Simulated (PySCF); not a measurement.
# Trend along the 4d metals: MI molecules

PBE with triple-zeta basis sets in PySCF, for the lowest determinant that a PBE0 search found; no spin–orbit coupling. De refers to high-spin ground-configuration atoms. A positive dipole means M(−)I(+).

```json
{"M": "Y", "basis": "def2-TZVPP", "state (unpaired electrons)": "singlet (closed shell)", "Re (Å)": "2.765", "ωe (cm⁻¹)": "210", "De (eV)": "3.95", "μ (D)": "-2.23"}
{"M": "Zr", "basis": "def2-TZVPP", "state (unpaired electrons)": "quartet (σ ↑, π ↑, δ ↑)", "Re (Å)": "2.725", "ωe (cm⁻¹)": "210", "De (eV)": "n/a", "μ (D)": "-3.21"}
{"M": "Mo", "basis": "def2-TZVPP", "state (unpaired electrons)": "sextet (σ ↑, π ↑↑, δ ↑↑)", "Re (Å)": "2.619", "ωe (cm⁻¹)": "216", "De (eV)": "2.94", "μ (D)": "-3.79"}
{"M": "Tc", "basis": "def2-TZVPP", "state (unpaired electrons)": "septet (σ ↑↑, π ↑↑, δ ↑↑)", "Re (Å)": "2.685", "ωe (cm⁻¹)": "191", "De (eV)": "n/a", "μ (D)": "-1.56"}
{"M": "Ru", "basis": "def2-TZVPP", "state (unpaired electrons)": "quartet (σ ↑, π ↑, δ ↑)", "Re (Å)": "2.529", "ωe (cm⁻¹)": "220", "De (eV)": "3.00", "μ (D)": "-3.47"}
{"M": "Rh", "basis": "def2-TZVPP", "state (unpaired electrons)": "triplet (σ ↑, δ ↑)", "Re (Å)": "2.543", "ωe (cm⁻¹)": "215", "De (eV)": "2.97", "μ (D)": "-3.79"}
{"M": "Pd", "basis": "def2-TZVPP", "state (unpaired electrons)": "doublet (σ ↑)", "Re (Å)": "2.521", "ωe (cm⁻¹)": "210", "De (eV)": "2.56", "μ (D)": "-3.43"}
{"M": "Ag", "basis": "def2-TZVPP", "state (unpaired electrons)": "singlet (closed shell)", "Re (Å)": "2.565", "ωe (cm⁻¹)": "197", "De (eV)": "2.63", "μ (D)": "-4.13"}
{"M": "Cd", "basis": "def2-TZVPP", "state (unpaired electrons)": "doublet (σ ↑)", "Re (Å)": "2.732", "ωe (cm⁻¹)": "155", "De (eV)": "1.23", "μ (D)": "-2.74"}
```

The shortest bond is that of PdI (2.521 Å), the longest that of YI (2.765 Å).

The state changes along the series, so neighbouring rows are not always alike in their bonding.

De is left out where the level can put another filling of the metal’s s and d shells below the measured ground configuration, by anything from nothing to about 1 eV. The metal atom is held in its measured ground configuration; semilocal functionals can put another filling of s and d lower by some tenths of an eV, and De to that atom would be smaller. Spin–orbit coupling is left out, which matters for elements this heavy, above all for dissociation energies. States were picked by a PBE0 search and need not be the measured ground states.
